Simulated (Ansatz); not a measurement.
Isolated molecules relaxed with PBE0-D4/def2-TZVP in Ansatz; ΔE leaves out vibrations. CBS: MP2 limit from def2 TZ/QZ plus the TZ coupled-cluster correction, frozen cores. This one scheme is used for every species. Functionals use def2-TZVPP. B3LYP here is the variant with VWN-RPA as its local correlation; programs differ in this. For Ge outer-core shells are correlated without core-valence functions, which leaves a few kJ/mol of doubt a bond. Scalar relativity is left out up to krypton. One conformer a species, not always the lowest.

Consider the ligand exchange at the Si–C bond: `Cl[SiH](Cl)C[CH2][GeH3]` + `N[SiH](O)O` → `O[SiH](O)N[SiH](Cl)Cl` + `C[CH2][GeH3]`.

```
             level  ΔE (kcal/mol)
           ωB97M-V          -17.4
               PBE          -15.9
            r2SCAN          -18.0
             B3LYP          -18.2
     HF/def2-TZVPP          -21.2
CCSD(T)/def2-TZVPP          -17.4
     MP2/CBS(def2)          -17.3
    CCSD/CBS(def2)          -17.8
```

Problem. What does CCSD(T)/CBS give? (Estimate.)

Solution. The calculation gave: -17.3 kcal/mol. The listed levels differ from it by -0.1, 1.4, -0.7, -0.9, -3.9, -0.1, 0.0, -0.5 kcal/mol.

Largest T1 diagnostic among the species: 0.011.

From PBE to PBE0 (25 % exact exchange), in def2-TZVPP and without D4, ΔE moves by −1.0 kcal/mol. In def2-TZVPP, CCSD(T) changes the Hartree–Fock value by +3.9 kcal/mol (the triples alone add +0.5 kcal/mol) and MP2 by +3.8 kcal/mol.
